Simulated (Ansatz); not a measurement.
The cluster Cu₂Pd (the lowest singlet isomer of a short search). Total charge 0; singlet. Geometry PBE0-D4/def2-TZVP, basis def2-TZVP, Ansatz.

```xyz
3

Pd    0.678   -0.405    1.177
Cu   -1.159    0.763    0.077
Cu    0.481   -0.358   -1.254
```

```
run  HOMO (eV)  LUMO (eV)
  A      -7.23      -0.33
  B      -6.47      -1.35
  C      -5.20      -2.08
  D      -4.14      -2.73
  E      -4.81      -2.43
  F      -4.41      -3.26
```

In the def2 sets Pd takes a core potential; there is no spin–orbit coupling. HSE06 is defined as in plane-wave codes, on full-range PBE exchange. The structure comes from a short search, and lower isomers may exist.

Question: The runs used CAM-B3LYP, HSE06, LDA (SPW92), PBE0, r2SCAN, ωB97X-V. Estimate which is which.

Answer: A ωB97X-V (range-separated); B CAM-B3LYP (range-separated); C PBE0 (25 % exact exchange); D r2SCAN (0 % exact exchange); E HSE06 (range-separated); F LDA (SPW92) (0 % exact exchange). Exact exchange lowers occupied and raises empty levels; among semilocal functionals meta-GGAs tend to open the gap a little, and such runs are hard to tell apart. The gap grows from 1.15 eV (LDA (SPW92)) to 6.90 eV (ωB97X-V).
